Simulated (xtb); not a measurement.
H₃Al, triplet, at a GFN2-xTB geometry of the parent state (such geometries of metal compounds can be far from the true shape) (a higher spin typed on purpose: for a closed-shell molecule this is an excited state); GFN2-xTB in xtb 6.7.1.

The xtb input:
```
$ xtb mol.xyz --gfn 2 --chrg 0 --uhf 2 --json

# file mol.xyz
4

Al    -0.00000000    -0.00000000    -0.00000000
H      0.64279377    -0.45514932     1.33855567
H     -0.27575805     1.50677855    -0.25622634
H     -0.36703572    -1.05162922    -1.08232933
```

What the program printed (banner, timings and long lists left out):

```
   ID    Z sym.   atoms
    1   13 Al     1
    2    1 H      2-4

           -------------------------------------------------
          |                Calculation Setup                |
           -------------------------------------------------

           -------------------------------------------------
          |                 G F N 2 - x T B                 |
           -------------------------------------------------

          ...................................................
          :                      SETUP                      :
          :.................................................:
          :  # basis functions                  13          :
          :  # atomic orbitals                  12          :
          :  # shells                            6          :
          :  # electrons                         6          :
          :  max. iterations                   250          :
          :  Hamiltonian                  GFN2-xTB          :
          :  restarted?                      false          :
          :  GBSA solvation                  false          :
          :  PC potential                    false          :
          :  electronic temp.          300.0000000     K    :
          :  accuracy                    1.0000000          :
          :  -> integral cutoff          0.2500000E+02      :
          :  -> integral neglect         0.1000000E-07      :
          :  -> SCF convergence          0.1000000E-05 Eh   :
          :  -> wf. convergence          0.1000000E-03 e    :
          :  Broyden damping             0.4000000          :
          :  net charge                          0          :
          :  unpaired electrons                  2          :
          ...................................................

 iter      E             dE          RMSdq      gap      omega  full diag
   1     -2.3655847 -0.236558E+01  0.102E+01    0.65       0.0  T
   2     -2.3950078 -0.294231E-01  0.598E+00    0.40       1.0  T
   3     -2.3960006 -0.992744E-03  0.252E+00    0.26       1.0  T
   4     -2.4057730 -0.977240E-02  0.952E-01    0.50       1.0  T
   5     -2.4057704  0.258422E-05  0.832E-01    0.53       1.0  T
   6     -2.4064379 -0.667542E-03  0.123E-01    0.70       1.0  T
   7     -2.4064358  0.206328E-05  0.161E-01    0.65       1.0  T
   8     -2.4064531 -0.172940E-04  0.123E-01    0.66       1.0  T
   9     -2.4064779 -0.247156E-04  0.252E-02    0.69       2.0  T
  10     -2.4064778  0.684723E-07  0.255E-02    0.69       2.0  T
  11     -2.4064783 -0.544120E-06  0.309E-03    0.69      16.2  T
  12     -2.4064783  0.476654E-08  0.303E-03    0.69      16.5  T
  13     -2.4064783 -0.620005E-08  0.764E-04    0.69      65.4  T
  14     -2.4064783 -0.327107E-09  0.293E-04    0.69     170.5  T

   *** convergence criteria satisfied after 14 iterations ***

 transition dipole moment (au) for excitation:           3           4
     X       Y       Z
  -0.0000   0.0000   0.0000  total (au/Debye):    0.000   0.000
 dE (eV)             :    5.280
 oscillator strength :  0.48244E-14

         :::::::::::::::::::::::::::::::::::::::::::::::::::::
         ::                     SUMMARY                     ::
         :::::::::::::::::::::::::::::::::::::::::::::::::::::
         :: total energy              -2.388136852199 Eh    ::
         :: gradient norm              0.002335446109 Eh/a0 ::
         :: HOMO-LUMO gap              0.691518217768 eV    ::
         ::.................................................::
         :: SCC energy                -2.406478310549 Eh    ::
         :: -> isotropic ES            0.025640883865 Eh    ::
         :: -> anisotropic ES          0.000348431225 Eh    ::
         :: -> anisotropic XC          0.001956499467 Eh    ::
         :: -> dispersion             -0.000571579136 Eh    ::
         :: repulsion energy           0.018341458350 Eh    ::
         :: add. restraining           0.000000000000 Eh    ::
         :: total charge              -0.000000000000 e     ::
         :::::::::::::::::::::::::::::::::::::::::::::::::::::

           -------------------------------------------------
          |                Property Printout                |
           -------------------------------------------------

    * Orbital Energies and Occupations

         #    Occupation            Energy/Eh            Energy/eV
      -------------------------------------------------------------
         1        2.0000           -0.5166165             -14.0579
         2        1.5000           -0.4219173             -11.4810
         3        1.5000           -0.4219173             -11.4810
         4        1.0000           -0.2278884              -6.2012 (HOMO)
         5        0.0000           -0.2024756              -5.5096 (LUMO)
         6                         -0.1675568              -4.5595
         7                         -0.1675568              -4.5595
         8                         -0.1028196              -2.7979
         9                         -0.1028196              -2.7979
        10                          0.5776503              15.7187
        11                          0.8843419              24.0642
        12                          0.8843419              24.0642
      -------------------------------------------------------------
                  HL-Gap            0.0254128 Eh            0.6915 eV
             Fermi-level           -0.3185497 Eh           -8.6682 eV

     #   Z          covCN         q      C6AA      α(0)
     1  13 Al       2.640    -0.044   103.788    20.803
     2   1 H        0.880     0.015     2.826     2.632
     3   1 H        0.880     0.015     2.826     2.632
     4   1 H        0.880     0.015     2.826     2.632

 Mol. C6AA /au·bohr⁶  :        227.905729
 Mol. C8AA /au·bohr⁸  :      13613.442079
 Mol. α(0) /au        :         28.698921

Wiberg/Mayer (AO) data.
largest (>0.10) Wiberg bond orders for each atom

 ---------------------------------------------------------------------------
     #   Z sym  total        # sym  WBO       # sym  WBO       # sym  WBO
 ---------------------------------------------------------------------------
     1  13 Al   2.036 --     2 H    0.679     4 H    0.679     3 H    0.679
     2   1 H    0.713 --     1 Al   0.679
     3   1 H    0.713 --     1 Al   0.679
     4   1 H    0.713 --     1 Al   0.679
 ---------------------------------------------------------------------------

Topologies differ in total number of bonds
Writing topology from bond orders to xtbtopo.mol

molecular dipole:
                 x           y           z       tot (Debye)
 q only:       -0.000      -0.000      -0.000
   full:        0.000      -0.000      -0.000       0.000
molecular quadrupole (traceless):
                xx          xy          yy          xz          yz          zz
 q only:       -0.141      -0.025       0.092       0.105       0.011       0.049
  q+dip:       -0.919      -0.165       0.602       0.682       0.073       0.317
   full:       -0.181      -0.033       0.118       0.134       0.014       0.062

           -------------------------------------------------
          | TOTAL ENERGY               -2.388136852199 Eh   |
          | GRADIENT NORM               0.002335446109 Eh/α |
          | HOMO-LUMO GAP               0.691518217768 eV   |
           -------------------------------------------------

normal termination of xtb
```
